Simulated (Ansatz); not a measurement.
Gas-phase electronic energies from Ansatz, PBE0-D4/def2-TZVP geometries. CCSD(T)/CBS is the MP2 limit (def2-TZVPP, def2-QZVPP) plus CCSD(T) − MP2 in def2-TZVPP, frozen cores. This one scheme is used for every species. DFT in def2-TZVPP. B3LYP here is the variant with VWN-RPA as its local correlation; programs differ in this. For Se outer-core shells are correlated without core-valence functions, which leaves a few kJ/mol of doubt a bond. Scalar relativity is left out up to krypton. One conformer a species, not always the lowest.

`FBN([SiH3])[SiH3]` + `CC[SeH]` → `CC[Se]BF` + `[SiH3]N[SiH3]`  (ligand exchange at a B–N bond)

```tsv
level	ΔE (kcal/mol)	difference from CCSD(T)/CBS
r2SCAN-D4	10.4	-0.6
ωB97X-V	11.5	0.5
ωB97M-V	12.1	1.1
B2PLYP	11.1	0.1
PBE	9.2	-1.8
r2SCAN	10.3	-0.7
PBE0	10.2	-0.8
B3LYP	11.0	0.0
HF/def2-TZVPP	13.2	2.2
MP2/def2-TZVPP	10.8	-0.2
SCS-MP2/def2-TZVPP	11.4	0.4
CCSD/def2-TZVPP	11.9	0.9
CCSD(T)/def2-TZVPP	11.5	0.5
HF/def2-QZVPP	13.4	2.4
MP2/def2-QZVPP	10.6	-0.4
MP2/CBS(def2)	10.3	-0.7
CCSD(T)/CBS	11.0	0
```

Largest T1 diagnostic among the species: 0.012.

In def2-TZVPP, CCSD(T) changes the Hartree–Fock value by −1.7 kcal/mol (the triples alone add −0.4 kcal/mol) and MP2 by −2.4 kcal/mol. From PBE to PBE0 (25 % exact exchange), in def2-TZVPP and without D4, ΔE moves by +1.0 kcal/mol.
